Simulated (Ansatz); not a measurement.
C2H5AlO2, SMILES `C[O][Al]1[CH2][O]1`. Total charge 0; spin multiplicity 1. Geometry: relaxed with PBE0-D4/def2-TZVP. It is one conformer, not always the lowest.

```xyz
10

C     0.886    0.442   -2.032
O    -0.008   -0.133   -1.126
Al   -0.459   -0.296    0.458
C    -0.726   -0.290    2.311
O    -1.632   -1.074    1.402
H     0.340    1.063   -2.748
H     1.407   -0.342   -2.587
H     1.634    1.067   -1.533
H    -0.184   -0.932    3.007
H    -1.259    0.495    2.848
```

Problem. What is the dipole moment at PBE/def2-TZVPP? (An estimate is asked.)

Solution. Ansatz gave: 3.39 D, with components (2.38, 1.60, -1.80) D in this frame, pointing from negative to positive charge.

Problem. And with r2SCAN, B3LYP, ωB97M-V? (Best estimate.)

Solution. The calculation gave: r2SCAN 3.54 D, B3LYP 3.67 D, ωB97M-V 3.76 D.

Problem. Give the Mulliken charges with PBE, r2SCAN, ωB97M-V in def2-TZVPP. (Estimate.)

Solution. Computed: 
```tsv
atom	PBE	r2SCAN	ωB97M-V
C1	-0.14	0.01	-0.17
O2	-0.23	-0.32	-0.30
Al3	0.35	0.55	0.49
C4	-0.10	-0.10	-0.16
O5	-0.35	-0.42	-0.41
H6	0.10	0.06	0.12
H7	0.10	0.06	0.12
H8	0.09	0.05	0.11
H9	0.09	0.06	0.10
H10	0.09	0.06	0.10
```

B3LYP here is the variant with VWN-RPA as its local correlation; programs differ in this.
